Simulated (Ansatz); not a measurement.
`F[B]([AlH2])[SiH3]` + `CB(C)F` → `FB(F)[SiH3]` + `C[B](C)[AlH2]`  (redistribution)

Program: Ansatz. Geometries: PBE0-D4/def2-TZVP. ΔE: electronic, gas phase. CBS: MP2 limit from def2 TZ/QZ plus the TZ coupled-cluster correction, frozen cores. DFT in def2-TZVPP.

| species | PBE energy (Eh) |
| --- | --- |
| `F[B]([AlH2])[SiH3]` | -659.24110 |
| `CB(C)F` | -204.41993 |
| `FB(F)[SiH3]` | -515.65627 |
| `C[B](C)[AlH2]` | -348.00732 |

Task: Work out ΔE.

Result: ΔE = (-515.65627) + (-348.00732) − (-659.24110) − (-204.41993) = -0.00256 Eh = -6.7 kJ/mol. CCSD(T)/CBS gives -10.7 kJ/mol.

Largest T1 diagnostic among the species: 0.015.

Leaving LDA and LC-ωPBE aside and taking each functional with its dispersion term where it has one, the values, not all of them listed here, spread over 5.4 kJ/mol, from PBE-QIDH to BLYP-D4. LDA lies −3.3 kJ/mol from PBE without D4. From BLYP to BHLYP (50 % exact exchange), in def2-TZVPP and without D4, ΔE moves by −3.8 kJ/mol.
